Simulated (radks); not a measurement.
Spherical quantum dot in the effective-mass picture: electrons in a well V = -V0 / (1 + exp((r - R)/a)) with V0 = 28, R = 1.93, a = 0.059, with a point charge +2 (a donor) at the centre, all in effective atomic units (hartree* = m*/eps^2 hartree, bohr* = eps/m* bohr), one dielectric constant everywhere. Method: non-relativistic Kohn-Sham, LDA (Slater exchange, Perdew-Wang correlation), spin-polarised, spherical densities; computed with a radial shooting solver with Libxc functionals. Levels are named by radial order and angular momentum (1s, 1p, 1d, 2s, ...), and open shells are averaged over m.

N = 2, configuration 1s2. This is the lowest configuration that the search found. Occupied and some empty levels:

level,occupation,eigenvalue (hartree*),<r> (bohr*)
1s,2,-28.204,0.7417
1p,0,-26.093,1.134
2s,0,-24.910,1.059
1d,0,-24.322,1.283

Energy (hartree*): total -58.5041, kinetic 3.8324, external -63.624, Hartree 2.4624, exchange-correlation -1.1753. Static polarisability (adiabatic kernel): 0.3743 bohr*^3.

Electron density:

r (bohr*),n(r) (e/bohr*^3)
0.116,2.789
0.241,1.722
0.366,1.078
0.491,0.6839
0.615,0.4375
0.740,0.2809
0.865,0.1801
0.990,0.1145
1.11,0.07150
1.24,0.04362
1.36,0.02538
1.49,0.01379
1.61,0.006691
